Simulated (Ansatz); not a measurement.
Basis-set extrapolation for C₄H₆O₂S, SMILES `O=S1(=O)CC=CC1` (PBE0-D4/def2-TZVP geometry, frozen core, Ansatz 0.2.0). Multiplicity 1, RHF reference.

|  | def2-TZVPP | def2-QZVPP |
| --- | --- | --- |
| HF | -702.305478 | -702.333031 |
| MP2 correlation | -1.307782 | -1.405897 |
| CCSD(T) correlation | -1.397595 | not run |

Energies in hartree. Use E(X) = E(∞) + A·exp(−7.88·√X) for Hartree–Fock and E(X) = E(∞) + B·X^(−2.97) for correlation, with X = 3 and 4, and add CCSD(T) minus MP2 of the smaller set to the MP2 limit.

Problem. What is the CCSD(T) energy at the basis-set limit?

Solution. HF limit: -702.333031 + (-0.027553) × 0.13774 = -702.33683. MP2 limit: -1.405897 + (-0.098115) × 0.74074 = -1.47857. Higher-order term: -1.397595 − (-1.307782) = -0.08981. Total: -703.90521 hartree, 126.8 kcal/mol below CCSD(T)/def2-TZVPP.
